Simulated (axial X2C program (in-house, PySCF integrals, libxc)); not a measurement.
## Spectroscopic constants of InSb

Calculated with an in-house all-electron X2C program for linear molecules (integrals from PySCF). Spin-free means the one-electron spin-free X2C Hamiltonian. Basis: Sb dyall-cv3z [11s12p8d4f1g], In dyall-cv3z [11s12p9d4f1g] (cores contracted in-house); Gaussian nuclei, density fitting, unrestricted open shells. Masses: Sb 120.904 u, In 114.904 u.

State, spin-free: M_S = 1, Λ = 0 (beyond evenly filled blocks: π+α, π-α); electrons by block: σα: 21, σβ: 21, π+α: 11, π+β: 10, π-α: 11, π-β: 10, δ+α: 4, δ+β: 4, δ-α: 4, δ-β: 4. Fragments: Sb + In.

```
Hamiltonian    level  Re (Å)  ωe (cm⁻¹)  ωexe (cm⁻¹)  αe (cm⁻¹)  De (eV)  D0 (eV)  μ (D)
  spin-free     PBE0   2.941      144.7        0.283    9.5e-05     1.72     1.71   1.95
  spin-free       HF   2.982      139.8          n/a   0.000102    0.661    0.652   2.36
  spin-free      MP2   2.969      145.8          n/a   7.89e-05     1.36     1.35    n/a
  spin-free     CCSD   2.977      142.4        0.271   9.35e-05     1.41     1.40    n/a
  spin-free  CCSD(T)   2.981      141.7        0.263   9.33e-05     1.48     1.47    n/a
  spin-free      LDA   2.893      149.7        0.291   9.77e-05     2.31     2.30   1.50
```

Correlated methods: 8 electrons correlated (number of frozen shells: Sb 4 s, 3 p, 2 d; In 4 s, 3 p, 2 d), 320 virtual spin orbitals or spinors in MP2, 90 natural virtuals in coupled cluster.

Dipoles are positive if In is the positive end.

Occupations by symmetry block were frozen at the best pattern of an incomplete PBE0 search. De is counted from the lowest determinant-based energies of the atoms at the same level, without counterpoise correction. Coupled cluster ran in a truncated set of natural virtual spinors; the MP2 energy of the rest was added. (T) has no such correction and the atoms are truncated less, which lowers De at CCSD(T) by a hundredth of an eV or more. PBE0 can misorder states that lie within some tenths of an eV, so this need not be the ground state of the molecule. The nearest other spin-free determinant of the search, M_S = 1, Λ = 1, lies 0.41 eV up at the distance of the search. The functionals have no current-density term, which raises determinants with orbital currents, atoms included. At some level and bond length an empty orbital lies below a filled one. The determinant is spin-polarised beyond a pure state at some levels (its spin-free form has ⟨S²⟩ too high), which makes Re and μ there less reliable. With the outer-core shells frozen, correlated bond lengths of heavy atoms tend to come out a few hundredths of an ångström too long. Spin-free De lacks the spin–orbit lowering of the heavy p-block atom, a tenth of an eV or more for 4p and 5p, up to an eV for 6p and one to two eV for 7p atoms, less what an open-shell molecule gains itself.

No reliable constants came from CCSD (2c), CCSD(T) (2c), HF (2c), LDA (2c), MP2 (2c), PBE0 (2c): no minimum in range, unconverged points, a curve that is not smooth, a change of character along it, or the two Hamiltonians disagreeing along it.

The whole task took 3.8 min on 1 thread of Arm Neoverse V2, on a shared host.
